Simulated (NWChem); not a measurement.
Species: C₄H₅N; SMILES C1=CCN=C1

```xyz
10

C      0.7284     0.9756     0.0000
C     -0.6190     1.0150     0.0000
C     -1.0924    -0.4004     0.0000
N      0.0801    -1.2414     0.0000
C      1.0895    -0.4453     0.0000
H      1.4228     1.8166     0.0000
H     -1.2591     1.8985     0.0000
H     -1.7216    -0.6375     0.8784
H     -1.7216    -0.6375    -0.8784
H      2.1165    -0.8298     0.0000
```
Atoms are numbered in this order, from 1.

Results from NWChem. The geometry was optimised at PBE0/def2-SVP. Level: M06-2X/def2-SVP with SMD (1 M gas to 1 M solution), gas-phase geometry.

Question: Predict the results for solvent ethyl acetate. Quantities: solvation free energy (kcal/mol); cavity-dispersion-structure term (kcal/mol); dipole in solution (D).

Answer: 
```json
{
 "solvation free energy (kcal/mol)": "-5.8",
 "cavity-dispersion-structure term (kcal/mol)": "-0.9",
 "dipole in solution (D)": "2.59"
}
```
